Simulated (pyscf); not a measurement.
# •H₂C–CH₂–Br (SMILES [CH2]CBr), doublet

Gas-phase minimum from PySCF at ωB97X-D3(BJ)/def2-SVP, one conformer. Other isomers of •H₂C–CH₂–Br were not searched in full and may lie lower. 

SMILES: BrC[CH2]
```xyz
7

C     -0.0651    -0.3191    -1.4930
C     -1.3627    -0.9608    -1.2883
Br    -1.8136    -0.9819     0.6618
H      0.8576    -0.8931    -1.3718
H      0.0066     0.7704    -1.5520
H     -2.2004    -0.4223    -1.7477
H     -1.3838    -2.0188    -1.5761
```
Charge 0, spin multiplicity 2.

Bond lengths (Å): C1–C2 1.462, C1–H4 1.093, C1–H5 1.093, C2–Br3 2.002, C2–H6 1.097, C2–H7 1.097. Bond angles (°): C2–C1–H4 120.2, C2–C1–H5 120.2, H4–C1–H5 118.3, C1–C2–Br3 109.9, C1–C2–H6 113.8, C1–C2–H7 113.8, Br3–C2–H6 104.0, Br3–C2–H7 104.0, H6–C2–H7 110.4.

Properties at ωB97X-D3(BJ)/def2-SVP:

* **Harmonic wavenumbers, unscaled**: 258, 269, 494, 662, 772, 1024, 1114, 1200, 1244, 1442, 1493, 3142, 3178, 3223, 3299 cm⁻¹
* **Zero-point energy**: 32.6 kcal/mol
* **Rotational symmetry number**: 1
* **Entropy of this conformer at 298 K and 1 atm, rigid rotor and harmonic oscillator, modes under 100 cm⁻¹ raised to 100**: 293.6 J/(mol K)
* **Dipole moment**: 1.90 D
* **Spin expectation value S2**: 0.758

Single-point totals, which compare only within one level (frozen core for MP2 and CC):

```tsv
level	total energy (hartree)
ωB97X-D3(BJ)/def2-TZVP	-2652.70047
PBE/def2-TZVP	-2652.24552
r²SCAN/def2-TZVP	-2652.68163
B3LYP-D3(BJ)/def2-TZVP	-2652.78603
PBE0-D3(BJ)/def2-TZVP	-2652.35173
M06-2X/def2-TZVP	-2652.73629
ωB97M-D3(BJ)/def2-TZVP	-2652.76426
UHF/def2-TZVPP	-2650.46675
MP2/def2-TZVPP	-2651.06102
CCSD/def2-TZVPP	-2651.09246
CCSD(T)/def2-TZVPP	-2651.11565
```

The CCSD(T) − MP2 part came from Ansatz, without density fitting, on the same reference. The frozen core leaves the outer d or s,p core shells of the metals and heavy elements correlated in the MP2 and CC values, and def2-TZVPP describes them poorly, so these totals are far from the basis limit. Elements up to Kr have no core potential and no relativistic terms here.
